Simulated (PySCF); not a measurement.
## Polarisability and C₆ of Ca⁺ (calcium, charge +1)

[Ar] 4s1, 2S determinant. All numbers are calculated (PySCF 2.14, scalar relativity by spin-free X2C-1e, in x2c-QZVPPall with one added diffuse shell each of s, p, d, f type (12s8p5d4f, 89 functions)). Coupled (time-dependent) response in atomic units; α is the mean over directions.

| method | mean α (bohr³) | C₆ (like pair) | S(−4) |
| --- | --- | --- | --- |
| UHF | 96.08 | 760.9 | 8829 |
| PBE | 78.94 | 572.0 | 6001 |
| PBE0 | 84.20 | 627.1 | 6834 |
| M06-2X | 83.80 | 622.6 | 6780 |

S(−4) is the Cauchy moment in α(ω) = α(0) + S(−4) ω² + …

α(iu) at PBE:

```tsv
u (hartree)	α(iu) (bohr³)
0	78.94
0.0500	66.42
0.100	45.51
0.200	21.48
0.300	12.57
0.500	6.616
0.750	4.203
1.00	3.063
1.50	1.878
2.00	1.263
3.00	0.6732
5.00	0.2817
```

For an ion, C₆ is the dispersion term alone; charge-induced terms of lower order in 1/R come first.
